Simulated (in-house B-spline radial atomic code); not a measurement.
Configurations of Pt³⁺, with energies counted from [Xe] 4f14 (5d3/2)4 (5d5/2)3. Computed with an all-electron radial atomic-structure program (B-spline basis): Dirac-Hartree-Fock, average of each configuration as written, Fermi nucleus of rms radius 5.427 fm. Energies include first-order Breit, QED and recoil terms.

Occupations are held fixed; configurations that lie above the ionisation limit could autoionise.

```json
{"configuration": "[Xe] 4f14 (5d3/2)2 (5d5/2)5", "E - E(ref) (eV)": "3.0553", "highest orbital": "5d5/2", "its <r> (bohr)": "1.494"}
{"configuration": "[Xe] 4f14 (5d3/2)3 (5d5/2)3 9s1", "E - E(ref) (eV)": "37.964", "highest orbital": "9s1/2", "its <r> (bohr)": "11.57"}
{"configuration": "[Xe] 4f14 (5d3/2)4 (5d5/2)2 (8g9/2)1", "E - E(ref) (eV)": "39.71", "highest orbital": "8g9/2", "its <r> (bohr)": "21.42"}
{"configuration": "[Xe] (4f5/2)6 (4f7/2)7 (5d3/2)2 (5d5/2)6", "E - E(ref) (eV)": "73.682", "highest orbital": "5d5/2", "its <r> (bohr)": "1.45"}
{"configuration": "[Kr] 4d10 4f14 5s2 (5p1/2)1 (5p3/2)4 (5d3/2)2 (5d5/2)5 6s1", "E - E(ref) (eV)": "77.957", "highest orbital": "6s1/2", "its <r> (bohr)": "2.335"}
{"configuration": "[Kr] (4d3/2)3 (4d5/2)6 4f14 5s2 5p6 (5d3/2)4 (5d5/2)3 (9p1/2)1", "E - E(ref) (eV)": "374.47", "highest orbital": "9p1/2", "its <r> (bohr)": "12.56"}
```

**Question.** Order these further configurations by energy, lowest first.
A. [Xe] 4f14 (5d3/2)4 (5d5/2)2 7s1
B. [Xe] 4f14 (5d3/2)1 (5d5/2)6
C. [Kr] 4d10 4f14 5s2 (5p1/2)2 (5p3/2)3 (5d3/2)2 (5d5/2)5 (5f5/2)1
D. [Xe] 4f14 (5d3/2)3 (5d5/2)4
E. [Kr] 4d10 4f14 5s2 (5p1/2)2 (5p3/2)3 (5d3/2)3 (5d5/2)4 (8f7/2)1

**Answer.** D (1.678 eV), B (4.1308 eV), A (25.481 eV), C (87.058 eV), E (94.493 eV).

**Question.** How far above the reference does [Xe] (4f5/2)5 (4f7/2)8 (5d3/2)2 (5d5/2)5 (6p3/2)1 lie?

**Answer.** 94.971 eV; its least bound orbital is 6p3/2 with <r> = 2.892 bohr.
